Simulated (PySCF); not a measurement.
Process, species as SMILES: N=C=O + H+ → C(=O)=[NH2+]
B3LYP-D3(BJ)/def2-TZVP geometries, fixed; electronic energies without zero-point terms; positive where energy is released.

Effect of the auxiliary basis of density fitting at PBE0/def2-TZVP with PySCF, against the last row, where the proton affinity is 179.33 kcal/mol. The proton sits at the site shown, which need not be the one that binds it best.

```json
[
 {"setting": "density fitting: autoaux", "fitting functions, largest species": "623", "largest shift of a total energy (mEh)": "0.003", "shift of the proton affinity (kcal/mol)": "0.001"},
 {"setting": "density fitting: def2-universal-jkfit", "fitting functions, largest species": "265", "largest shift of a total energy (mEh)": "-0.018", "shift of the proton affinity (kcal/mol)": "0.007"},
 {"setting": "density fitting: cc-pvtz-jkfit", "fitting functions, largest species": "297", "largest shift of a total energy (mEh)": "0.026", "shift of the proton affinity (kcal/mol)": "0.001"},
 {"setting": "density fitting: cc-pvqz-jkfit", "fitting functions, largest species": "420", "largest shift of a total energy (mEh)": "-0.001", "shift of the proton affinity (kcal/mol)": "0.000"},
 {"setting": "density fitting: none", "fitting functions, largest species": "-", "largest shift of a total energy (mEh)": "0.000", "shift of the proton affinity (kcal/mol)": "0.000"}
]
```

Within 0.02 kcal/mol in the proton affinity: density fitting: autoaux; density fitting: def2-universal-jkfit; density fitting: cc-pvtz-jkfit; density fitting: cc-pvqz-jkfit. The largest shift is 0.026 mEh in a total energy and 0.007 kcal/mol in the difference.
